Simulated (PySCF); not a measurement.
**Se (selenium, neutral) across methods**

[Ar] 3d10 4s2 4p3 4d1, high-spin 5D determinant (an excited configuration). Computed with PySCF 2.14 in aug-cc-pVQZ-PP with one added diffuse shell each of s, p, d, f, g type with ECP10MDF (8s7p6d4f3g, 114 functions), with a scalar-relativistic core potential.

| method | E (hartree) | mean ε 4s β (eV) | mean ε 4p α (eV) | mean ε 4d α (eV) | Σ⟨r²⟩ (bohr²) | ⟨S²⟩ |
| --- | --- | --- | --- | --- | --- | --- |
| r2SCAN | -372.7292 | -20.210 | -12.094 | -0.744 | 78.67 | 6.001 |
| PBE0 | -372.8250 | -21.266 | -13.013 | -1.117 | 79.24 | 6.000 |
| PBE | -372.8568 | -20.080 | -11.533 | -0.838 | 79.07 | 6.000 |
| HSE06 | -372.8187 | -21.044 | -12.595 | -0.857 | 79.65 | 6.000 |
| TPSSh | -372.7718 | -20.388 | -12.315 | -0.879 | 79.73 | 6.001 |
| UHF | -371.61199 | -23.558 | -16.871 | -1.705 | 83.28 | 6.001 |
| wB97X-V | -372.8054 | -24.019 | -15.236 | -1.834 | 78.50 | 6.000 |
| LDA | -372.2995 | -20.517 | -11.506 | -0.765 | 77.44 | 6.000 |

Energies and moments cover only the electrons outside the core potential. The outer electron is Rydberg-like, and this basis confines it to a smaller radius and binds it less than a complete one would.
